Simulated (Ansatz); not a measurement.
`[OH][GaH][SeH]` + H₂ → `[OH][GaH2]` + H₂Se  (hydrogenolysis of a Ga–Se bond)

Computed with Ansatz on PBE0-D4/def2-TZVP structures; ΔE is electronic, products minus reactants. CCSD(T)/CBS is the MP2 limit (def2-TZVPP, def2-QZVPP) plus CCSD(T) − MP2 in def2-TZVPP, frozen cores. This one scheme is used for every species. DFT in def2-TZVPP. For Ga, Se outer-core shells are correlated without core-valence functions, which leaves a few kJ/mol of doubt a bond. Scalar relativity is left out up to krypton. One conformer a species, not always the lowest.

```csv
level,ΔE (kJ/mol)
PBE-D4,91.3
BHLYP-D4,88.5
RPA@PBE/def2-TZVPP,81.7
CCSD/CBS(def2),88.1
```

Problem. What does CCSD(T)/CBS give? (An estimate is asked.)

Solution. Computed: +92.4 kJ/mol. The listed levels differ from it by -1.1, -3.9, -10.7, -4.3 kJ/mol.

Largest T1 diagnostic among the species: 0.015.

The D4 term adds +7.6 kJ/mol with B3LYP and +4.1 kJ/mol with PBE0; it sums over pairs of atoms, weighted by their polarisabilities, and B3LYP, whose exchange is more repulsive, gets the larger term. Leaving LDA and LC-ωPBE aside and taking each functional with its dispersion term where it has one, the values, not all of them listed here, spread over 18.4 kJ/mol, from B97M-V to r2SCAN-D4. At CCSD(T), def2-SVP lies −13.9 kJ/mol from the extrapolated value and def2-TZVPP −4.2 kJ/mol.

B3LYP here is the variant with VWN-RPA as its local correlation; programs differ in this.
